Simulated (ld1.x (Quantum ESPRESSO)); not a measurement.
## Which change was made? (Ba, TM)

- Element: barium
- Generator: ld1.x (Quantum ESPRESSO) 7.5
- Type: norm-conserving Troullier–Martins (Kleinman–Bylander form)
- Functional: PBEsol
- Relativity: scalar-relativistic
- Frozen core: [Kr] 4d10
- Valence charge: 10
- Reference configuration: 5s2 5p6 5d0 6s1.5 6p0 (charge +0.5)
- Partial waves: 5s (bound): rc 2.85 bohr; 5p (bound): rc 2.70 bohr; 5d (bound, empty): rc 4.10 bohr
- Local potential: all-electron potential smoothed inside 2.15 bohr (lloc = -2)
- Core correction: none

Occupied shells without a wave of their own: 6s. They enter only through the test configuration that unscreens the potential.

Cutoffs, loose and tight: the cutoffs (Ry, on a coarse ladder) from which the occupation-weighted sum of valence levels, in a spherical-Bessel basis at the reference potential, stays within 10 and 1 mRy of its value at 400 Ry. They do not see the model core or the augmentation charge, which bear on the density cutoff. Test errors are all-electron minus pseudo excitation energies from the reference, over the configurations 5s2 5p6 5d0 6s2 6p0; 5s2 5p6 5d0 6s1 6p0; 5s2 5p6 5d0 6s0 6p0; 5s2 5p6 5d0.5 6s1.5 6p0; 5s2 5p6 5d1 6s1 6p0; 5s2 5p6 5d0 6s1 6p1; 5s2 5p6 5d1 6s0 6p0; variants that change the core or the reference have their own tests. The largest error is taken over the tests solved by every variant that gives reliable tests at all, those not shown here included: 5s2 5p6 5d0 6s0 6p0; 5s2 5p6 5d0 6s1 6p0; 5s2 5p6 5d0 6s1 6p1; 5s2 5p6 5d0 6s2 6p0; 5s2 5p6 5d1 6s0 6p0.

The base gives: outcome: generated, misses its reference levels by 0.18 eV; cutoff, loose: 15 Ry; cutoff, tight: 21 Ry; bound ghosts: none; largest test error (meV): -478.

(1) After one change the result is: outcome: generated, misses its reference levels by 0.26 eV; cutoff, loose: 18 Ry; cutoff, tight: 30 Ry; bound ghosts: none; largest test error (meV): -666. Which change was it?
A. all radii scaled by about 1.38 (s 3.94, p 3.72, d 5.66 bohr); local potential all-electron potential smoothed inside 2.96 bohr (lloc = -2)
B. all radii scaled by about 1.21 (s 3.44, p 3.26, d 4.94 bohr); local potential all-electron potential smoothed inside 2.60 bohr (lloc = -2)
C. all radii scaled by about 0.95 (s 2.70, p 2.56, d 3.88 bohr); local potential all-electron potential smoothed inside 2.04 bohr (lloc = -2)
D. all radii scaled by about 0.82 (s 2.36, p 2.22, d 3.38 bohr); local potential all-electron potential smoothed inside 1.78 bohr (lloc = -2)

Answers

(1) C. The others give: all radii scaled by about 1.38 (s 3.94, p 3.72, d 5.66 bohr); local potential all-electron potential smoothed inside 2.96 bohr (lloc = -2) → outcome: generated, misses its reference levels by 0.53 eV; cutoff, loose: 10 Ry; cutoff, tight: 15 Ry; bound ghosts: none; largest test error (meV): -1299 | all radii scaled by about 1.21 (s 3.44, p 3.26, d 4.94 bohr); local potential all-electron potential smoothed inside 2.60 bohr (lloc = -2) → outcome: generated, misses its reference levels by 1.43 eV; cutoff, loose: 10 Ry; cutoff, tight: 15 Ry; bound ghosts: none; largest test error (meV): -3526 | all radii scaled by about 0.82 (s 2.36, p 2.22, d 3.38 bohr); local potential all-electron potential smoothed inside 1.78 bohr (lloc = -2) → outcome: generated, misses its reference levels by 0.30 eV; cutoff, loose: 30 Ry; cutoff, tight: 45 Ry; bound ghosts: none; largest test error (meV): -789.
